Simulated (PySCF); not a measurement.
## How methods differ on the ionisation energy of Au⁷¹⁺

Au⁷¹⁺ [He] 2s2 2p4 (3P) → Au⁷²⁺ [He] 2s2 2p3 (4S), as a difference of total energies. All numbers are calculated (PySCF 2.14, scalar relativity by spin-free X2C-1e, in an uncontracted even-tempered set (18 s from 50 bohr⁻², ratio 2.2; 13 p from 65 bohr⁻², ratio 2.2; 5 d from 250 bohr⁻², ratio 2.4; 5 f from 380 bohr⁻², ratio 2.4; 4 g from 570 bohr⁻², ratio 2.4)). Correlated levels: nothing frozen; virtual orbitals above 40 to 60 times the deepest correlated orbital energy dropped. The calculations carry no spin-orbit coupling.

```csv
method,ionisation energy (eV)
UHF,19346.7
LDA,19337.0
PBE,19350.1
PBE0,19349.7
r2SCAN,19353.5
BHandHLYP,19350.2
r2SCANh,19353.0
MP2 (all electrons),19348.5
SCS-MP2 (all electrons),19348.7
```

Spin-orbit coupling is strong in these open shells (close to jj coupling). The scalar numbers leave it out and a first-order estimate fails, so it can dominate the gap to the real levels.

For this ion Breit and QED terms and the two-electron picture change, all absent here, outweigh the differences among the correlated methods.

For comparison: 18790 ± 60 eV (theoretical estimate listed by NIST; NIST Atomic Spectra Database, ionization energies).
